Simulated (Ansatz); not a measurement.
```yaml
crystal:
  periodic: [false, false, false]
  atoms:
    - {symbol: In, position_ang: [-5.067580, 1.659418, -0.441379]}
    - {symbol: In, position_ang: [-2.619283, -3.733853, 2.988908]}
    - {symbol: In, position_ang: [1.026314, -4.375434, -0.695349]}
    - {symbol: In, position_ang: [-2.050071, 2.100097, -3.752724]}
    - {symbol: In, position_ang: [1.376600, -1.229431, -3.881319]}
    - {symbol: In, position_ang: [-1.637172, -1.030034, -0.875734]}
    - {symbol: In, position_ang: [-1.339180, 1.810430, 2.602508]}
    - {symbol: In, position_ang: [1.356981, -1.265790, 1.863246]}
    - {symbol: In, position_ang: [1.346211, 1.693798, -0.760952]}
    - {symbol: In, position_ang: [4.550308, -0.929189, -0.655724]}
    - {symbol: In, position_ang: [3.941608, 2.622074, 3.127737]}
    - {symbol: P, position_ang: [-3.120835, -2.520907, 0.649765]}
    - {symbol: P, position_ang: [-3.240954, 0.587220, -2.067084]}
    - {symbol: P, position_ang: [-3.262179, 2.841306, 1.112832]}
    - {symbol: P, position_ang: [-0.119990, -2.546077, -2.260142]}
    - {symbol: P, position_ang: [-0.169302, -2.718955, 3.391022]}
    - {symbol: P, position_ang: [2.771981, -2.642503, 0.287697]}
    - {symbol: P, position_ang: [-0.386232, 0.457513, -4.943068]}
    - {symbol: P, position_ang: [-0.214827, 3.212999, -2.220439]}
    - {symbol: P, position_ang: [2.765852, 0.227068, -2.271294]}
    - {symbol: P, position_ang: [-0.217800, 0.370590, 0.705721]}
    - {symbol: P, position_ang: [2.796799, 0.226917, 3.455106]}
    - {symbol: P, position_ang: [2.833120, 3.192738, 0.736140]}
    - {symbol: H, position_ang: [-5.878707, 2.897494, -1.335599]}
    - {symbol: H, position_ang: [-5.636829, 0.311534, 0.491272]}
    - {symbol: H, position_ang: [-3.602578, -2.862384, 4.109192]}
    - {symbol: H, position_ang: [-2.351896, -5.385376, 2.576359]}
    - {symbol: H, position_ang: [1.804363, -5.536868, -1.708232]}
    - {symbol: H, position_ang: [-0.134429, -4.550349, 0.599756]}
    - {symbol: H, position_ang: [-2.870228, 3.216046, -4.784971]}
    - {symbol: H, position_ang: [2.214854, -2.044857, -5.155337]}
    - {symbol: H, position_ang: [-2.094572, 0.658296, 3.660078]}
    - {symbol: H, position_ang: [-0.169632, 3.050162, 2.959277]}
    - {symbol: H, position_ang: [5.745177, -1.726213, -1.612202]}
    - {symbol: H, position_ang: [4.689328, 0.265181, 0.616737]}
    - {symbol: H, position_ang: [5.590944, 2.296265, 2.754287]}
    - {symbol: H, position_ang: [3.068460, 3.653767, 4.200115]}
    - {symbol: H, position_ang: [-3.684299, -3.490294, -0.239438]}
    - {symbol: H, position_ang: [-4.292026, -1.711373, 0.809192]}
    - {symbol: H, position_ang: [-3.974279, -0.267718, -2.956796]}
    - {symbol: H, position_ang: [-4.017645, 3.704199, 1.969644]}
    - {symbol: H, position_ang: [-2.660149, 3.881614, 0.334375]}
    - {symbol: H, position_ang: [-1.042461, -3.220179, -3.127594]}
    - {symbol: H, position_ang: [0.683112, -3.788976, 3.811358]}
    - {symbol: H, position_ang: [-0.195847, -2.005475, 4.632143]}
    - {symbol: H, position_ang: [3.504247, -3.399710, 1.263880]}
    - {symbol: H, position_ang: [-1.226720, -0.341433, -5.783481]}
    - {symbol: H, position_ang: [0.253242, 1.196127, -5.991235]}
    - {symbol: H, position_ang: [0.574351, 4.103277, -3.016030]}
    - {symbol: H, position_ang: [-0.827529, 4.191108, -1.374544]}
    - {symbol: H, position_ang: [3.454517, 1.171181, -3.102847]}
    - {symbol: H, position_ang: [2.023429, 0.294698, 4.658972]}
    - {symbol: H, position_ang: [3.810647, -0.658305, 3.942943]}
    - {symbol: H, position_ang: [2.078936, 4.403645, 0.853035]}
    - {symbol: H, position_ang: [3.843910, 3.684882, -0.149730]}
basis:
  gaussian: {orbitals: def2-SVP, fitting: {mean_field: def2-universal-jkfit}}
total_charge: 1
magnetization: {spin_polarized: true, initial_magnetization: 0}
hamiltonian: {xc: {name: rPW86-PBE}, dispersion: d3bjatm, pseudopotentials: {relativity: scalar}}
scf: {omitted_lower_state_checks: [starts]}
```

```sh
$ ansatz run in.yaml --threads 5 --pin off --events-out ev --progress --plain --max-ram 66560MiB --backend cuda --devices 0, --max-vram 37GiB
```

Output, abridged:

```
Functional definition: rPW86-PBE
4510 factors; integrals over basis functions are off by at most 3.4e-1 eV
mean field evaluation 1: about -169262.4839 eV, gradient 4.6e1 eV
mean field evaluation 2: about -169255.9222 eV, gradient 5.7e1 eV
mean field evaluation 4: about -169276.6734 eV, gradient 7.0e0 eV
mean field evaluation 8: about -169277.0171 eV, gradient 8.4e-1 eV
mean field evaluation 16: about -169277.0224 eV, gradient 3.8e-4 eV
mean field -169277.02240912 eV, -6220.8158334483 hartree, gradient 5.0e-5 eV, S^2 0.000000; 0 other end points of the search recorded, 0 dependent functions left out
reference -169277.02277373 eV, -6220.8158468477 hartree; 221, 221 occupied and 441, 441 virtual orbitals, 4510 factors
Total energy: -169281.02810245 eV, -6220.9630399632 hartree
Relativity: scalar
Checks for a lower state left out: starts
```

Run time 20 s (5 threads of AMD EPYC 7R13 on a shared host and a share (37 GiB) of an NVIDIA H100 80GB HBM3), peak host memory 2.1 GiB.

In the def2 sets In takes a core potential; there is no spin–orbit coupling.
